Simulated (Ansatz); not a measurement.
One change: `[O]=[V]([Cl])([Cl])[Cl]` becomes `[CH3][V](=[O])([Cl])[Cl]`.

Ansatz, PBE0-D4/def2-TZVP geometries, multiplicity 1. 

Scalar relativity is left out up to krypton.

```json
{"property": "LUMO energy (B3LYP/def2-TZVPP) / eV", "`[O]=[V]([Cl])([Cl])[Cl]`": "-4.59"}
{"property": "HOMO energy (ωB97M-V/def2-TZVPP) / eV", "`[O]=[V]([Cl])([Cl])[Cl]`": "-11.80"}
{"property": "ideal-gas entropy at 298 K and 1 bar (rigid rotor, harmonic PBE0-D4/def2-TZVP) / J/(mol·K)", "`[O]=[V]([Cl])([Cl])[Cl]`": "343"}
{"property": "size of the dipole moment (ωB97M-V/def2-TZVPP) / D", "`[O]=[V]([Cl])([Cl])[Cl]`": "0.46"}
{"property": "HOMO energy (PBE/def2-TZVPP) / eV", "`[O]=[V]([Cl])([Cl])[Cl]`": "-8.30"}
{"property": "HOMO–LUMO gap (PBE/def2-TZVPP) / eV", "`[O]=[V]([Cl])([Cl])[Cl]`": "3.20"}
```

Question: What does the change do to each property? (Best estimate.)

Answer: Computed: 
```
                                                                                  property  `[CH3][V](=[O])([Cl])[Cl]`  shift
                                                       LUMO energy (B3LYP/def2-TZVPP) / eV                       -4.01   0.58
                                                     HOMO energy (ωB97M-V/def2-TZVPP) / eV                      -11.59   0.21
ideal-gas entropy at 298 K and 1 bar (rigid rotor, harmonic PBE0-D4/def2-TZVP) / J/(mol·K)                         362     19
                                        size of the dipole moment (ωB97M-V/def2-TZVPP) / D                        2.06   1.60
                                                         HOMO energy (PBE/def2-TZVPP) / eV                       -7.78   0.52
                                                       HOMO–LUMO gap (PBE/def2-TZVPP) / eV                        3.02  -0.18
```

With PBE0 the HOMO rises by 0.38 eV and the LUMO rises by 0.63 eV, so the gap widens by about 0.25 eV. PBE moves the HOMO by 0.52 eV and ωB97M-V by 0.21 eV. The zero-point energy changes by 88.3 kJ/mol with +9 modes. Dipoles are sizes alone; their direction can turn.

B3LYP here is the variant with VWN-RPA as its local correlation; programs differ in this.
